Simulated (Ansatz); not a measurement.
Wavefunction ladder for C$_{3}$H$_{7}$In (`C=[CH][InH][CH3]`)

```json
{"atom": "C1", "x (Å)": "0.286", "y (Å)": "2.091", "z (Å)": "-1.424"}
{"atom": "C2", "x (Å)": "-0.372", "y (Å)": "1.240", "z (Å)": "-0.638"}
{"atom": "In3", "x (Å)": "0.560", "y (Å)": "-0.540", "z (Å)": "0.104"}
{"atom": "C4", "x (Å)": "-0.476", "y (Å)": "-1.922", "z (Å)": "1.389"}
{"atom": "H5", "x (Å)": "-0.170", "y (Å)": "3.001", "z (Å)": "-1.813"}
{"atom": "H6", "x (Å)": "1.318", "y (Å)": "1.923", "z (Å)": "-1.723"}
{"atom": "H7", "x (Å)": "-1.404", "y (Å)": "1.485", "z (Å)": "-0.387"}
{"atom": "H8", "x (Å)": "2.204", "y (Å)": "-0.779", "z (Å)": "-0.390"}
{"atom": "H9", "x (Å)": "-0.254", "y (Å)": "-2.952", "z (Å)": "1.105"}
{"atom": "H10", "x (Å)": "-0.139", "y (Å)": "-1.782", "z (Å)": "2.419"}
{"atom": "H11", "x (Å)": "-1.554", "y (Å)": "-1.765", "z (Å)": "1.356"}
```

Total charge 0; spin multiplicity 1. Correlated methods include outer-core shells of In, which these sets cover unevenly. In takes the def2 core potential. Geometry: relaxed with PBE0-D4/def2-TZVP. It is one conformer, not always the lowest. Frozen core, restricted reference, Ansatz.

```csv
basis,HF (Eh),MP2 corr.
def2-SVP,-306.73882,-0.50613
def2-TZVPP,-306.87885,-0.80146
def2-QZVPP,-306.88572,-1.02054
```

**Question.** Estimate the CCSD correlation energy and the (T) correction in each basis where they were run (hartree).

**Answer.** 
```json
{"basis": "def2-SVP", "CCSD corr.": "-0.55774", "(T)": "-0.01921"}
{"basis": "def2-TZVPP", "CCSD corr.": "-0.83310", "(T)": "-0.03252"}
```
